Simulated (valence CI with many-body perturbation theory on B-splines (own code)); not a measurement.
Cu VII: E2, M1 decay

Level of theory: relativistic CI+MBPT: five valence electrons over a frozen Dirac-Fock core [Ar], a basis of 7 s, 7 p, 8 d, 6 f, 4 g, 1 h functions for each j, with the one-electron correlation potential Σ1 (screened to all orders), the two-electron term Σ2, the three-electron term Σ3, Breit, model QED; selected single and double excitations, second order for the rest, scaled by the run's own slope (own B-spline code, finite nucleus).

Against 36 measured levels this calculation errs by 876 cm⁻¹ on average and by 2342 at most. These come from a selection out of Gamrath, thesis, University of Mons (2023). Levels without a partner in it may be off by more, other configurations by 1,000 to 8,000 cm⁻¹. Among the levels kept, up to 1700 cm⁻¹ of a level comes from second order outside the variational space, and about a tenth of that is noise between levels of different J, which matters for small intervals. The list stops below the first excitations out of the core. Only levels of the ground parity were solved; by the run's estimate the other parity begins above the list, which can be wrong where configurations are misplaced.

Lines 51 to 100 of 103 in falling wavelength, among levels below 50.868 eV, chosen from the decays that carry over 1 % of a level's rate. Wavelengths and rates use the calculated energies, so an error of 900 cm⁻¹ moves a line at 399.2 nm by 3.6 % and its rate by three times that or more. Electric multipoles are in the length gauge, E1 and E2 with the static RPA response of the core. S is in atomic units (e²a₀⁴ for E2 and M2, e²a₀⁶ for E3), for M1 in squared Bohr magnetons. Weak lines are less certain than strong ones. Lines between different terms over intervals too small for the method are left out, as are lines whose strength nearly cancels and 17 of this kind that miss the measured wavelength by over 7 %. Where a level lies close to another of its J and parity, the split of strength between their lines is uncertain.

Names give the largest LS component (configuration and term), which can be under half, so a name can repeat, a term be missing and a line seem to break the LS rules; names also repeat where a configuration has a term twice. Letters in brackets count levels of one name in rising energy.

```
λ vac (nm)  λ from measured levels           Upper        Lower  Type   A (s⁻¹)  S (a.u.)
     399.2                   410.5  3d⁵ ²D_5/2 [a]   3d⁵ ⁴G_5/2    M1  1.83e+00  2.60e-02
     392.4                   380.0  3d⁵ ²G_7/2 [a]   3d⁵ ⁴D_5/2    M1  2.59e-02  4.64e-04
     386.8                   377.9  3d⁵ ²F_5/2 [a]   3d⁵ ⁴P_3/2    M1  1.17e-01  1.51e-03
     381.8                   373.2  3d⁵ ²F_5/2 [a]   3d⁵ ⁴P_5/2    M1  5.22e-01  6.46e-03
     378.4                   388.9  3d⁵ ²D_3/2 [a]   3d⁵ ⁴G_5/2    M1  2.76e-01  2.22e-03
     366.3                   355.0  3d⁵ ²G_9/2 [a]   3d⁵ ⁴D_7/2    M1  1.18e-01  2.15e-03
     353.1                   359.3  3d⁵ ²F_7/2 [a]   3d⁵ ⁴G_7/2    M1  3.81e-01  4.97e-03
     353.0                   359.3  3d⁵ ²F_7/2 [a]   3d⁵ ⁴G_9/2    M1  4.00e+00  5.22e-02
     352.3                   358.5  3d⁵ ²F_7/2 [a]   3d⁵ ⁴G_5/2    M1  9.07e-02  1.18e-03
     335.9                   340.7      3d⁵ ⁴F_9/2   3d⁵ ⁴G_7/2    M1  1.44e-01  2.02e-03
     335.9                   340.7      3d⁵ ⁴F_9/2   3d⁵ ⁴G_9/2    M1  4.62e-01  6.49e-03
     335.9                   340.7      3d⁵ ⁴F_9/2   3d⁵ ⁴G_9/2    E2  8.49e-02  3.24e-01
     334.5                   339.1      3d⁵ ⁴F_9/2  3d⁵ ⁴G_11/2    M1  1.21e+00  1.68e-02
     334.5                   339.1      3d⁵ ⁴F_9/2  3d⁵ ⁴G_11/2    E2  4.07e-01  1.52e+00
     334.4                   339.7      3d⁵ ⁴F_5/2   3d⁵ ⁴G_7/2    M1  1.86e+00  1.55e-02
     334.4                   339.7      3d⁵ ⁴F_5/2   3d⁵ ⁴G_7/2    E2  1.85e-01  4.16e-01
     334.4                   339.6      3d⁵ ⁴F_5/2   3d⁵ ⁴G_9/2    E2  1.01e-01  2.26e-01
     333.7                   338.9      3d⁵ ⁴F_5/2   3d⁵ ⁴G_5/2    E2  1.12e-01  2.48e-01
     331.0                   335.9      3d⁵ ⁴F_7/2   3d⁵ ⁴G_7/2    M1  1.51e+00  1.63e-02
     331.0                   335.9      3d⁵ ⁴F_7/2   3d⁵ ⁴G_7/2    E2  1.32e-01  3.75e-01
     331.0                   335.9      3d⁵ ⁴F_7/2   3d⁵ ⁴G_9/2    M1  1.02e+00  1.10e-02
     331.0                   335.9      3d⁵ ⁴F_7/2   3d⁵ ⁴G_9/2    E2  2.81e-01  7.96e-01
     330.3                   335.2      3d⁵ ⁴F_7/2   3d⁵ ⁴G_5/2    M1  1.51e-01  1.62e-03
     329.6                   334.4      3d⁵ ⁴F_7/2  3d⁵ ⁴G_11/2    E2  8.13e-02  2.26e-01
     325.1                   329.9      3d⁵ ⁴F_3/2   3d⁵ ⁴G_7/2    E2  1.55e-01  2.01e-01
     324.4                   329.3      3d⁵ ⁴F_3/2   3d⁵ ⁴G_5/2    M1  1.15e+00  5.83e-03
     324.4                   329.3      3d⁵ ⁴F_3/2   3d⁵ ⁴G_5/2    E2  3.80e-01  4.88e-01
     321.9                   317.0  3d⁵ ²F_5/2 [b]   3d⁵ ⁴D_3/2    M1  3.16e-02  2.35e-04
     318.0                   323.1  3d⁵ ²F_5/2 [a]   3d⁵ ⁴G_7/2    M1  1.79e+00  1.28e-02
     317.3                   322.4  3d⁵ ²F_5/2 [a]   3d⁵ ⁴G_5/2    M1  2.99e+00  2.12e-02
     314.6                   310.2  3d⁵ ²F_5/2 [b]   3d⁵ ⁴D_7/2    M1  1.55e-01  1.07e-03
     295.6                   292.9      3d⁵ ²H_9/2   3d⁵ ⁴G_7/2    M1  1.22e+00  1.17e-02
     295.6                   292.9      3d⁵ ²H_9/2   3d⁵ ⁴G_9/2    M1  1.68e+00  1.61e-02
     294.5                   291.8      3d⁵ ²H_9/2  3d⁵ ⁴G_11/2    M1  2.11e-01  2.00e-03
     286.1                   282.7     3d⁵ ²H_11/2   3d⁵ ⁴G_9/2    M1  1.78e+00  1.85e-02
     285.1                   281.6     3d⁵ ²H_11/2  3d⁵ ⁴G_11/2    M1  4.31e+00  4.44e-02
     277.8                   276.5  3d⁵ ²G_7/2 [a]   3d⁵ ⁴G_9/2    M1  1.69e-02  1.07e-04
     269.7                   267.9  3d⁵ ²G_9/2 [a]   3d⁵ ⁴G_7/2    M1  4.32e-01  3.14e-03
     269.7                   267.8  3d⁵ ²G_9/2 [a]   3d⁵ ⁴G_9/2    M1  2.51e-01  1.82e-03
     268.7                   266.9  3d⁵ ²G_9/2 [a]  3d⁵ ⁴G_11/2    E2  3.03e-02  3.79e-02
     240.5                   241.5  3d⁵ ²F_5/2 [b]   3d⁵ ⁴G_7/2    M1  3.33e-02  1.03e-04
     240.5                   241.5  3d⁵ ²F_5/2 [b]   3d⁵ ⁴G_7/2    E2  2.45e-02  1.06e-02
     240.2                   241.2  3d⁵ ²F_5/2 [b]   3d⁵ ⁴G_5/2    M1  2.59e-02  8.00e-05
     220.6                   215.0      3d⁵ ⁴G_5/2   3d⁵ ⁶S_5/2    M1  1.37e-03  3.28e-06
     220.3                   214.7      3d⁵ ⁴G_7/2   3d⁵ ⁶S_5/2    M1  4.26e-06  1.35e-08
     220.3                   214.7      3d⁵ ⁴G_7/2   3d⁵ ⁶S_5/2    E2  6.72e-07  2.49e-07
     197.4                   197.1      3d⁵ ⁴P_5/2   3d⁵ ⁶S_5/2    M1  1.13e+01  1.93e-02
     196.1                   195.8      3d⁵ ⁴P_3/2   3d⁵ ⁶S_5/2    M1  7.52e+00  8.41e-03
     194.7                   194.5      3d⁵ ⁴P_1/2   3d⁵ ⁶S_5/2    E2  4.79e-05  2.39e-06
     181.2                   179.4      3d⁵ ⁴D_7/2   3d⁵ ⁶S_5/2    M1  1.28e-02  2.27e-05
```
